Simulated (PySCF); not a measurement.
Cu2, SMILES [Cu][Cu], multiplicity 1. The structure is a stationary point at B3LYP-D3(BJ)/def2-TZVP. The spin state was assumed, not searched.

Method: B3LYP-D3(BJ)/def2-TZVP (PySCF).

Harmonic wavenumbers (cm⁻¹): 242. Rotational constants (GHz): 3.029 (linear); symmetry number 2.

Question: Work out the zero-point energy and the ideal-gas rigid-rotor harmonic-oscillator thermochemistry at 298.15 K and 1 atm.

Answer: ZPE = ½ Σ hcν = ½ × 242 cm⁻¹ = 0.35 kcal/mol. H − E(el) = 2.73 kcal/mol. Entropy in cal/(mol K): translation 40.43, rotation 15.76, vibration 1.79, total 57.98. G − E(el) = -14.56 kcal/mol. Cp = 8.73 cal/(mol K).
